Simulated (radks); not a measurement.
The cerium ion Ce+ inside a hard spherical wall (all orbitals vanish at R), configuration held at [Xe] 4f1 5d2 and not refilled when levels cross. All-electron calculation, scalar-relativistic Kohn-Sham, PBEsol, spin-polarised, spherical densities, finite nucleus; open shells are filled with parallel spins first (spin-orbit coupling, left out, can overturn this in heavy ions); Fermi nuclear charge, rms radius 4.8771 fm. Program: a radial shooting solver on a logarithmic mesh with Libxc functionals. Eigenvalues in eV for spin up, with the zero of energy where the potential of the charges vanishes at infinity; a dash marks a level that is unbound or too diffuse for the functional's potential to be trusted. A positive occupied level is held by the wall or, in an anion where self-interaction has pushed it up, behind a barrier. The pressure on the wall is -dE/dV.

\begin{tabular}{lrrrrrrrrr}
R (bohr) & E (hartree) & kinetic (hartree) & e(5s) & e(5p) & e(4f) & e(6s, empty) & e(5d) & e(6p, empty) & pressure (GPa) \\ \hline
free & -8856.4832 & 9385.436 & -44.838 & -27.643 & -9.586 & -7.942 & -7.700 & -4.945 & 0 \\
20 & -8856.4832 & 9385.436 & -44.838 & -27.643 & -9.586 & -7.942 & -7.700 & -4.945 & < 0.0001 \\
12 & -8856.4832 & 9385.436 & -44.836 & -27.641 & -9.584 & -7.940 & -7.698 & -4.921 & 0.000312 \\
10 & -8856.4830 & 9385.438 & -44.819 & -27.625 & -9.567 & -7.915 & -7.684 & -4.805 & 0.00563 \\
5 & -8856.4029 & 9385.858 & -43.096 & -26.026 & -7.680 & -3.004 & -5.528 & 3.465 & 9.70 \\
3.5 & -8855.7278 & 9389.280 & -37.702 & -20.435 & -1.072 & 18.596 & 3.295 & 31.408 & 253 \\
3 & -8854.5758 & 9394.668 & -31.813 & -13.692 & 5.973 & 42.586 & 13.272 & 59.573 & 967 \\
2.5 & -8851.1680 & 9408.812 & -18.408 & 2.223 & 20.081 & 94.233 & 35.462 & 117.31 & 4280 \\
2 & -8839.8716 & 9449.996 & 18.044 & 45.320 & 50.070 & 216.87 & 91.020 & 249.07 & 23600 \\
1.5 & -8793.9888 & 9598.883 & 148.34 & 191.88 & 126.58 & 563.09 & 258.41 & 607.82 & 190000 \\
\end{tabular}
